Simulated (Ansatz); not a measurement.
Reaction (isomerisation): `N[Si](N)([AlH2])[SiH3]` → `[NH2][Al]([NH2])[SiH2][SiH3]`

Program: Ansatz. Geometries: PBE0-D4/def2-TZVP. ΔE: electronic, gas phase. CCSD(T)/CBS adds triple-zeta CCSD(T) − MP2 to the extrapolated MP2 energy (def2 sets, frozen cores). DFT in def2-TZVPP. B3LYP here is the variant with VWN-RPA as its local correlation; programs differ in this. Each species was taken in one conformer, which may not be the lowest.

`N[Si](N)([AlH2])[SiH3]`:

Cartesian coordinates in Å:
```
N -1.728 0.915 -0.178
Si -0.354 -0.132 -0.073
N -0.675 -1.486 -1.092
Al 0.242 -1.077 2.136
Si 1.432 1.230 -0.804
H -2.634 0.593 0.126
H -1.622 1.904 -0.021
H -0.311 -2.397 -0.868
H -0.830 -1.375 -2.082
H 0.548 -2.632 2.332
H 0.361 -0.140 3.419
H 1.377 1.497 -2.272
H 2.731 0.552 -0.520
H 1.463 2.549 -0.104
```

`[NH2][Al]([NH2])[SiH2][SiH3]`:

Z-matrix (Å, degrees):
```
Si
Si 1 2.338
Al 1 2.441 2 109.5
H 1 1.493 2 108.4 3 123.4
H 1 1.494 2 107.4 3 -121.5
H 2 1.489 1 110.1 3 -62.2
H 2 1.491 1 109.4 3 55.9
H 2 1.489 1 113.2 3 176.4
N 3 1.770 1 117.9 2 -37.1
N 3 1.769 1 121.6 2 141.6
H 9 1.007 3 126.6 1 -179.5
H 9 1.007 3 123.4 1 0.0
H 10 1.007 3 123.5 1 1.3
H 10 1.007 3 126.4 1 -179.0
```

```csv
level,ΔE (kJ/mol),difference from CCSD(T)/CBS
PBE-D4,-117.9,6.0
r2SCAN-D4,-126.9,-3.0
PBE0-D4,-118.7,5.2
B3LYP-D4,-119.6,4.3
ωB97X-V,-120.2,3.7
ωB97M-V,-120.9,3.0
PBE,-121.3,2.6
r2SCAN,-127.6,-3.7
PBE0,-121.6,2.3
MP2/def2-TZVPP,-128.6,-4.7
SCS-MP2/def2-TZVPP,-126.2,-2.3
CCSD(T)/def2-TZVPP,-126.9,-3.0
HF/def2-QZVPP,-119.0,4.9
MP2/def2-QZVPP,-126.7,-2.8
HF/CBS(def2),-119.0,4.9
MP2/CBS(def2),-125.6,-1.7
CCSD(T)/CBS,-123.9,0
```

Largest T1 diagnostic among the species: 0.013.

The D4 term adds +5.8 kJ/mol with B3LYP and +2.9 kJ/mol with PBE0; it sums over pairs of atoms, weighted by their polarisabilities, and B3LYP, whose exchange is more repulsive, gets the larger term. In def2-TZVPP, CCSD(T) changes the Hartree–Fock value by −7.4 kJ/mol (the triples alone add −0.0 kJ/mol) and MP2 by −9.1 kJ/mol.
